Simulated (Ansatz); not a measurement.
Two isomers of C3H8BN: A = `C/C=C\BN`, B = `CN1BCC1`.

Gas-phase electronic energies from Ansatz, PBE0-D4/def2-TZVP geometries. CCSD(T)/CBS adds triple-zeta CCSD(T) − MP2 to the extrapolated MP2 energy (def2 sets, frozen cores). DFT in def2-TZVPP. Each species was taken in one conformer, which may not be the lowest.

A:

Z-matrix (Å, degrees):
```
C
C 1 1.489
H 1 1.095 2 110.4
H 1 1.089 2 112.4 3 -121.5
H 1 1.095 2 110.4 3 117.1
C 2 1.339 1 127.1 3 121.6
H 2 1.091 1 114.5 3 -58.4
B 6 1.548 2 126.7 1 -0.0
H 6 1.092 2 115.4 1 179.9
N 8 1.395 6 119.9 2 179.6
H 8 1.199 6 123.2 2 -0.4
H 10 1.005 8 123.2 6 -180.0
H 10 1.007 8 123.2 6 0.0
```

B:

Z-matrix (Å, degrees):
```
C
N 1 1.428
H 1 1.096 2 111.3
H 1 1.096 2 111.3 3 120.2
H 1 1.091 2 109.5 3 -119.9
B 2 1.394 1 139.6 3 119.9
C 2 1.459 1 126.1 3 -60.1
C 6 1.594 2 91.4 1 -180.0
H 6 1.196 2 129.4 1 0.0
H 7 1.097 2 113.2 1 62.0
H 7 1.097 2 113.2 1 -62.0
H 8 1.091 6 117.4 2 -114.0
H 8 1.091 6 117.4 2 114.0
```

**Question.** Which isomer does CCSD(T)/CBS put lower? Give the gap. (Estimate.)

**Answer.** Computed: A, by 19.8 kcal/mol.

**Question.** Give E(B) − E(A) in kcal/mol with BLYP-D4, HF/def2-TZVPP, ωB97M-V, r2SCAN-D4, PBE0-D4, CCSD(T)/def2-TZVPP, CCSD/def2-TZVPP. (Estimate.)

**Answer.** Computed: BLYP-D4 22.8, HF/def2-TZVPP 23.3, ωB97M-V 18.6, r2SCAN-D4 19.8, PBE0-D4 16.4, CCSD(T)/def2-TZVPP 19.3, CCSD/def2-TZVPP 19.3. None reverses the order clearly.

**Question.** Does the order hold for the free energy at 298.15 K (harmonic terms from PBE0-D4)? (Best estimate.)

**Answer.** Computed: Yes: G(B) − G(A) = +21.1 kcal/mol, for one conformer each.

Largest T1 diagnostic: 0.013.

From r2SCAN to r2SCAN0 (25 % exact exchange), in def2-TZVPP and without D4, E(B) − E(A) moves by −1.4 kcal/mol. Leaving LDA and LC-ωPBE aside and taking each functional with its dispersion term where it has one, the values, not all of them listed here, spread over 6.7 kcal/mol, from PBE-QIDH to BLYP-D4. LDA lies −4.6 kcal/mol from PBE without D4.
